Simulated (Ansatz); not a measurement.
Results of the Gaussian-basis code of Ansatz.

A structure relaxed at PBE0-D4/def2-TZVP, charge 0, multiplicity 1:

Cartesian coordinates in Å:
```
B 0.546 0.301 1.267
B 0.075 -0.070 -0.330
N -1.283 -0.065 -0.687
O 0.967 -0.420 -1.324
H -0.011 1.133 1.929
H 1.457 -0.265 1.808
H -2.008 0.245 -0.068
H -1.608 -0.366 -1.592
H 1.866 -0.494 -1.003
```

Question: Give its formula and SMILES.

Answer: B2H5NO, `BB(N)O`.

Question: Summarise the bond lengths by kind.

Answer: 1 × B–B 1.706 Å; 2 × B–H 1.200 to 1.202 Å; 1 × B–N 1.404 Å; 1 × B–O 1.380 Å; 2 × H–N 1.003 to 1.007 Å; 1 × H–O 0.957 Å.
